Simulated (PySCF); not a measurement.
Si(vinyl)2(NHMe)2, C6H14N2Si.
SMILES: `C=C[Si](C=C)(NC)NC`

The closed-shell ground state was solved at several levels (PySCF, density fitting, gas phase, non-relativistic). One conformer (not necessarily the lowest) at the PBE0-D3(BJ)/def2-SVP geometry, without solvent, vibrations or thermal averaging.

```
              level  basis functions  HOMO (eV)  LUMO (eV)  gap (eV)  dipole (D)
      PBE0/pcSseg-1              230      -6.38      -0.18      6.20        0.42
CAM-B3LYP/def2-SVPD              296      -7.83       0.86      8.69        0.34
```

Task: Estimate the row for wB97X-D/pcSseg-1, a basis of 230 functions; the other rows only guide the guess.

Result: HOMO -8.26 eV, LUMO 1.65 eV, gap 9.91 eV, dipole 0.41 D.

Task: Over all these levels, which gives the widest orbital gap and which the narrowest?

Result: wB97X-D/pcSseg-1 (range-separated hybrid) has the widest, 9.91 eV, and PBE0/pcSseg-1 (global hybrid, 25 % exact exchange) the narrowest, 6.20 eV. The two share the basis. From the narrowest to the widest the HOMO moves by -1.88 eV and the LUMO by +1.83 eV.

Task: How far do the dipole and the HOMO energy spread over the levels?

Result: The dipole runs from 0.34 to 0.42 D (mean 0.39 D) and the HOMO from -8.26 to -6.38 eV.
